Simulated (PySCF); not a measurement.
## How methods differ on the ionisation energy of Co²⁺

Co²⁺ [Ar] 3d7 (4F) → Co³⁺ [Ar] 3d6 (5D), as a difference of total energies. All numbers are calculated (PySCF 2.14, the spin-free X2C one-electron Hamiltonian (Gaussian nucleus), in jorge-DZP-DKH). Correlated levels: valence: [Ar] frozen. The calculations carry no spin-orbit coupling.

```json
{"method": "UHF", "ionisation energy (eV)": "31.461", "difference from reference (eV)": "-2.039"}
{"method": "BP86", "ionisation energy (eV)": "34.575", "difference from reference (eV)": "+1.075"}
{"method": "PBE0", "ionisation energy (eV)": "33.968", "difference from reference (eV)": "+0.468"}
{"method": "MP2 (valence)", "ionisation energy (eV)": "32.782", "difference from reference (eV)": "-0.718"}
{"method": "SCS-MP2 (valence)", "ionisation energy (eV)": "32.771", "difference from reference (eV)": "-0.729"}
```

Reference: 33.5 ± 0.06 eV (semi-empirical (NIST evaluation); NIST Atomic Spectra Database, ionization energies).

The reference lies between the lowest fine-structure levels, while these numbers refer to the centres of the terms.

Errors of the correlated levels include the incompleteness of this basis and the frozen core.
